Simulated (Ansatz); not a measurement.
Stretching the La1–F2 bond in F3La (SMILES [F][La]([F])[F]) (multiplicity 1 held, fragments rigid). Energies count from the point at 2.161 Å.
Geometry at that point (charge 0, multiplicity 1):
```xyz
4

La     0.0320    -0.0569    -0.1364
F     -1.8530    -1.0020     0.3371
F     -0.0674     2.0668    -0.5246
F      1.7176    -0.7043     1.0512
```

R- and RO- levels are restricted; in cc, def2 and unpolarised 6-31G sets they are followed outwards from rest. U- levels take the lowest unrestricted solution at each point, which mixes spins at long bonds. Left out are points that failed, MP2 points that dive below the minimum, coupled-cluster points behind a jump of the amplitudes or a sharp parting from full CI or MRCI, small-basis points behind a change of solution, and semi-empirical points at long bonds. Levels need not reach the same state.

Correlated levels freeze the cores.

Programs: Ansatz (an electronic-structure program) with Gaussian orbitals. Values without a source in brackets are computed. In def2 rows elements past Kr take small-core potentials, without spin–orbit coupling.

Energies in eV.

```csv
R (Å),R-HF/def2-SVP,U-HF/def2-SVP,R-MP2/def2-SVP,U-MP2/def2-SVP,R-SCS-MP2/def2-SVP,U-SCS-MP2/def2-SVP
1.729,3.35,3.35,3.41,3.41,3.43,3.43
1.945,0.59,0.59,0.62,0.62,0.62,0.62
2.161,0.00,0.00,0.00,0.00,0.00,0.00
2.377,0.34,0.34,0.32,0.32,0.32,0.32
2.593,1.03,1.03,1.00,1.00,0.99,0.99
2.918,2.20,2.20,2.17,2.17,2.16,2.16
3.242,3.30,3.30,3.27,3.27,3.26,3.26
3.782,4.74,4.74,4.74,4.74,4.73,4.73
4.322,5.73,4.93,5.75,6.65,5.73,6.51
4.971,6.57,4.94,6.60,6.73,6.58,6.59
5.835,left out,4.94,left out,6.74,left out,6.59
6.916,left out,4.94,left out,6.74,left out,6.59
```

Doubts at one or more of the structures used: a restricted determinant that unrestricted orbitals would lower (R-HF/def2-SVP, R-MP2/def2-SVP, R-SCS-MP2/def2-SVP); a spin-contaminated determinant (U-HF/def2-SVP, U-MP2/def2-SVP, U-SCS-MP2/def2-SVP).
